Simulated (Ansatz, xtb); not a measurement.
Isomers of C7H7FO in order of energy

5 gas-phase structures of C7H7FO, from a drawn sample of its isomers (lower ones may exist). Each was relaxed with GFN2-xTB; where two conformers were screened, the lower at r2SCAN-D4/def2-SVP is listed:

A. `C#C/C(C(C)=O)=C(/C)F`, a singlet
B. `C#C/C(C(=C)O)=C(/C)F`, a singlet
C. `C#C/C(C(=C)F)=C(/C)O`, a singlet
D. `C#C/C(C(=C)O)=C(\C)F`, a singlet
E. `C#C/C(C(C)=O)=C(\C)F`, a singlet

**Question.** Estimate their order in r2SCAN-D4/def2-SVP energy at these geometries, lowest first.

**Answer.** Calculated order at r2SCAN-D4/def2-SVP: A (0.000), E (0.102), C (0.447), D (0.681), B (0.729) eV.

Energies above the lowest of each column, in eV; the last columns are at PBE0-D3(BJ)/def2-SVP geometries and were run for some of them only (a dash: not run or not comparable):

```json
{"structure": "A", "GFN2-xTB": "0.000", "HF/STO-3G": "0.002", "r2SCAN-D4/def2-SVP": "0.000", "PBE0-D3(BJ)/def2-SVP": "0.000", "CCSD(T)/def2-SVP + ΔMP2/def2-TZVPP": "0.000"}
{"structure": "E", "GFN2-xTB": "0.096", "HF/STO-3G": "0.000", "r2SCAN-D4/def2-SVP": "0.102", "PBE0-D3(BJ)/def2-SVP": "0.120", "CCSD(T)/def2-SVP + ΔMP2/def2-TZVPP": "0.092"}
{"structure": "C", "GFN2-xTB": "0.313", "HF/STO-3G": "0.826", "r2SCAN-D4/def2-SVP": "0.447", "PBE0-D3(BJ)/def2-SVP": "0.445", "CCSD(T)/def2-SVP + ΔMP2/def2-TZVPP": "0.376"}
{"structure": "D", "GFN2-xTB": "0.488", "HF/STO-3G": "0.962", "r2SCAN-D4/def2-SVP": "0.681", "PBE0-D3(BJ)/def2-SVP": "0.665", "CCSD(T)/def2-SVP + ΔMP2/def2-TZVPP": "0.519"}
{"structure": "B", "GFN2-xTB": "0.477", "HF/STO-3G": "0.942", "r2SCAN-D4/def2-SVP": "0.729", "PBE0-D3(BJ)/def2-SVP": "–", "CCSD(T)/def2-SVP + ΔMP2/def2-TZVPP": "–"}
```

Every level run on A puts it lowest or level with the lowest. Some further structures that were screened fall inside this span and aren't listed. Flexible structures stand in one conformer each, not always the lowest. Frequencies (GFN2-xTB) were run for A, C, D, E alone. The ΔMP2 step shifts differences by up to 0.183 eV, which makes them less sure. ΔMP2 is the change of the MP2 energy from the smaller to the larger basis.

Over these structures GFN2-xTB departs from r2SCAN-D4/def2-SVP by 0.091 eV on average once a common shift is removed. A GFN2-xTB relaxation took about 0.17 s and the r2SCAN-D4/def2-SVP energy about 5.1 s on a shared host (Ansatz 0.2.0, xtb 6.7.1).
